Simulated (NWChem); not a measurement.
Molecule: C2H5BrSi; SMILES [SiH3]/C=C\Br

Results from NWChem. Geometry: optimised at PBE0/def2-SVP. Level: PBE0/def2-SVP with SMD (1 M gas to 1 M solution), gas-phase geometry. Reactions with the solvent are ignored.

For solvent n-hexane:

| Property | Value |
|---|---|
| solvation free energy (kcal/mol) | -2.8 |
| cavity-dispersion-structure term (kcal/mol) | -2.0 |
| dipole in solution (D) | 1.48 |

Estimate the same quantities for solvent water.

The solvation free energy (kcal/mol) is 1.1 and the cavity-dispersion-structure term (kcal/mol) is 3.0. The dipole in solution (D) is 1.80.
